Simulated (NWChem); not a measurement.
phosphorus nitride (PN); SMILES N#P

```xyz
2

N      0.0000     0.0000     1.0049
P      0.0000     0.0000    -0.4745
```
Atoms are numbered in this order, from 1.

The geometry was optimised at PBE0-D3(BJ)/def2-TZVP.

**Question.** Split the isotropic spin-spin couplings (Hz) from PBE0/pcJ-1 (NWChem) into Fermi-contact, spin-dipolar, paramagnetic and diamagnetic spin-orbit terms, for the pairs 1–2.

**Answer.** 
```csv
pair,FC,SD,PSO,DSO,total
14N(1)–31P(2),-44.12,27.64,-30.23,-0.03,-46.74
```
